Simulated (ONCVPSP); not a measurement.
Cutoff test, Pb, ONCV

lead (Pb), optimised norm-conserving Vanderbilt (ONCV), made with ONCVPSP 4.0.1 (PBE, scalar-relativistic). Core [Xe] 4f14 5d10, reference 6s2 6p1 (charge +1). Waves: 6s: rc 2.15 bohr, ncon 4, nbas 9, qcut 2.7 1/bohr, 3 projectors, debl 3.2 Ha; 6p: rc 2.05 bohr, ncon 3, nbas 7, qcut 4.1 1/bohr, 1 projector; d scattering state at 0.23 Ha: rc 2.30 bohr, ncon 3, nbas 6, qcut 4.7 1/bohr, 2 projectors, debl 0.9 Ha. Local part: polynomial inside 1.35 bohr (lpopt 3, dvloc0 -1 Ha). Core correction: none.

For each optimised wave give the share of its norm inside rc, the residual kinetic energy above qcut (Ha) and the cutoffs (Ha) for errors of 10, 1, 0.1 and 0.01 mHa per electron.

```json
{"wave": "6s", "norm inside rc": "0.500", "residual KE": "1.2e-02", "10 mHa": "4.0", "1 mHa": "31.1", "0.1 mHa": "50.5", "0.01 mHa": "64.4"}
{"wave": "s projector 2", "norm inside rc": "0.110", "residual KE": "2.2e-01", "10 mHa": "12.2", "1 mHa": "54.2", "0.1 mHa": "65.2", "0.01 mHa": "71.7"}
{"wave": "s projector 3", "norm inside rc": "0.087", "residual KE": "6.4e-01", "10 mHa": "20.0", "1 mHa": "72.6", "0.1 mHa": "86.3", "0.01 mHa": "108.0"}
{"wave": "6p", "norm inside rc": "0.175", "residual KE": "4.3e-05", "10 mHa": "2.7", "1 mHa": "5.4", "0.1 mHa": "7.3", "0.01 mHa": "40.1"}
{"wave": "d projector 1", "norm inside rc": "0.157", "residual KE": "1.6e-03", "10 mHa": "8.7", "1 mHa": "15.2", "0.1 mHa": "38.9", "0.01 mHa": "91.7"}
{"wave": "d projector 2", "norm inside rc": "0.179", "residual KE": "3.5e-03", "10 mHa": "5.5", "1 mHa": "29.8", "0.1 mHa": "51.9", "0.01 mHa": "not reached"}
```

The occupied waves need 31 Ha and 51 Ha for 1 and 0.1 mHa. Note: ghosts flagged at negative energy: p at -42.9 eV, d at -25.6 eV; GHOST(+) flagged for s at 95.4 eV. A true bound ghost makes a file unfit for plane-wave use. 1 of 4 tests not solved or not reliable.
